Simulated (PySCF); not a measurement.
**UHF on Hf⁵⁵⁺ (hafnium, charge +55)**

Configuration: [Ne] 3s2 3p5, 2P determinant. All numbers are calculated (PySCF 2.14, the non-relativistic Hamiltonian (point nucleus), in an even-tempered Gaussian basis (16 s from 14 bohr⁻², ratio 2.5; 10 p from 18 bohr⁻², ratio 2.5; 4 d from 74 bohr⁻², ratio 2.7; 4 f from 110 bohr⁻², ratio 2.7)).

```json
{"Total energy": "-11238.703112 hartree", "One-electron energy": "-12333.8511 hartree", "Hartree (Coulomb) energy": "1246.7870 hartree", "Exchange energy": "-151.6390 hartree", "Kinetic energy": "11240.57530 hartree", "⟨S²⟩": "0.7505", "⟨L²⟩": "2.002", "Sum of ⟨r⟩": "2.077 bohr", "Sum of ⟨r²⟩": "0.3876 bohr²", "Traceless quadrupole moment −½Σ⟨3z² − r²⟩ along its main axis": "0.0183 e·bohr²", "Density at the nucleus (Gaussians lack the cusp)": "264000 bohr⁻³", "Spin density at the nucleus": "3.37 bohr⁻³"}
```

```json
{"shell": "1s α", "electrons": "1", "mean orbital energy (eV)": "-64714.9", "spread (eV)": "0", "rms radius, mean of both spins (bohr)": "0.0243"}
{"shell": "1s β", "electrons": "1", "mean orbital energy (eV)": "-64708.0", "spread (eV)": "0", "rms radius, mean of both spins (bohr)": "0.0243"}
{"shell": "2s α", "electrons": "1", "mean orbital energy (eV)": "-13870.6", "spread (eV)": "0", "rms radius, mean of both spins (bohr)": "0.0950"}
{"shell": "2s β", "electrons": "1", "mean orbital energy (eV)": "-13866.0", "spread (eV)": "0", "rms radius, mean of both spins (bohr)": "0.0950"}
{"shell": "2p α", "electrons": "3", "mean orbital energy (eV)": "-13465.3", "spread (eV)": "10.028", "rms radius, mean of both spins (bohr)": "0.0817"}
{"shell": "2p β", "electrons": "3", "mean orbital energy (eV)": "-13457.2", "spread (eV)": "7.081", "rms radius, mean of both spins (bohr)": "0.0817"}
{"shell": "3s α", "electrons": "1", "mean orbital energy (eV)": "-5570.8", "spread (eV)": "0", "rms radius, mean of both spins (bohr)": "0.224"}
{"shell": "3s β", "electrons": "1", "mean orbital energy (eV)": "-5545.5", "spread (eV)": "0", "rms radius, mean of both spins (bohr)": "0.224"}
{"shell": "3p α", "electrons": "3", "mean orbital energy (eV)": "-5400.3", "spread (eV)": "15.466", "rms radius, mean of both spins (bohr)": "0.213"}
{"shell": "3p β", "electrons": "2", "mean orbital energy (eV)": "-5388.1", "spread (eV)": "0", "rms radius, mean of both spins (bohr)": "0.213"}
```

A non-relativistic calculation at this Z misses sizeable relativistic shifts. Spin-orbit coupling, absent here, splits the open shell strongly.

Spin-orbit constants ζ (cm⁻¹) from the X2C one-electron operator on these orbitals (non-relativistic here): bare nucleus, nucleus screened by l(l+1)(2l+1)/3 electrons, and screened by the Breit-Pauli mean field of the electrons.

```json
{"shell": "2p", "bare": "4629000", "screened nucleus": "4501000", "mean field": "4439000"}
{"shell": "3p", "bare": "1130000", "screened nucleus": "1099000", "mean field": "1084000"}
```

To first order the Landé constant is A = -1084000 cm⁻¹, so the lowest level has J = 3/2 and lies 67.2 eV below the centre of the term. First order in ζ underestimates the shift of the j = l − 1/2 level at high Z.
